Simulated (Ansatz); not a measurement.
`S[SiH]1C[SiH2]N1` + H–F → `F[SiH]1C[SiH2]N1` + H₂S  (ligand exchange at the Si–S bond)

Gas-phase electronic energies from Ansatz, PBE0-D4/def2-TZVP geometries. CCSD(T)/CBS adds triple-zeta CCSD(T) − MP2 to the extrapolated MP2 energy (def2 sets, frozen cores). This one scheme is used for every species. Functionals use def2-TZVPP. HSE06 is defined as in plane-wave codes. Each species was taken in one conformer, which may not be the lowest.

```
           level  ΔE (kJ/mol)  difference from CCSD(T)/CBS
         BLYP-D4        -84.1                         -2.2
      r2SCAN0-D4        -84.5                         -2.6
        HSE06-D4        -73.4                          8.5
          r2SCAN        -87.6                         -5.7
            PBE0        -79.8                          2.1
         r2SCANh        -87.2                         -5.3
         r2SCAN0        -86.7                         -4.8
     HF/def2-SVP       -101.2                        -19.3
CCSD(T)/def2-SVP        -88.5                         -6.6
  MP2/def2-TZVPP        -78.9                          3.0
     CCSD(T)/CBS        -81.9                            0
```

Largest T1 diagnostic among the species: 0.012.

In def2-TZVPP, CCSD(T) changes the Hartree–Fock value by +23.5 kJ/mol (the triples alone add +4.7 kJ/mol) and MP2 by +29.7 kJ/mol. Leaving LDA and LC-ωPBE aside and taking each functional with its dispersion term where it has one, the values, not all of them listed here, spread over 28.8 kJ/mol, from CAM-B3LYP-D4 to revPBE-D4. The D4 term adds +10.7 kJ/mol with B3LYP and +6.0 kJ/mol with PBE0; it sums over pairs of atoms, weighted by their polarisabilities, and B3LYP, whose exchange is more repulsive, gets the larger term.

CCSD(T)/CBS has its own doubt, a few kJ/mol and more with outer-core shells, so smaller differences from it don't rank the levels.

B3LYP here is the variant with VWN-RPA as its local correlation; programs differ in this.
